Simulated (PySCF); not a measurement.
**Excitation energy of Dy²⁺ by level of theory**

Dy²⁺ [Xe] 4f10 (high-spin determinant) → Dy²⁺ [Xe] 4f9 6p1 (high-spin determinant), as a difference of total energies. Calculation: PySCF 2.14, in cc-pVDZ-X2C; scalar relativity by spin-free X2C-1e. Correlated levels: valence: [Kr] 4d10 frozen; valence and next inner shell: [Ar] 3d10 frozen. The calculations carry no spin-orbit coupling.

| method | excitation energy (eV) |
| --- | --- |
| UHF | 4.023 |
| LDA | 8.251 |
| PBE | 8.022 |
| PBE0 | 7.283 |
| r2SCAN | 7.737 |
| MP2 (valence) | 7.178 |
| SCS-MP2 (valence) | 6.952 |
| MP2 (valence and next inner shell) | 7.430 |
| SCS-MP2 (valence and next inner shell) | 7.144 |

Q: How much does correlation contribute at MP2 (valence and next inner shell)?

A: 7.430 − (4.023) = 3.407 eV, measured against UHF.

A first-order spin-orbit estimate (lowest level to lowest level, LS coupling) adds 0.227 eV.

The basis was made for the ground configuration and has no added diffuse functions, so the excitation energy can come out too high.

The determinant of the upper state and of the lower state mixes LS terms, which raises its energy above the lowest term, most at the Hartree-Fock and MP2 levels.
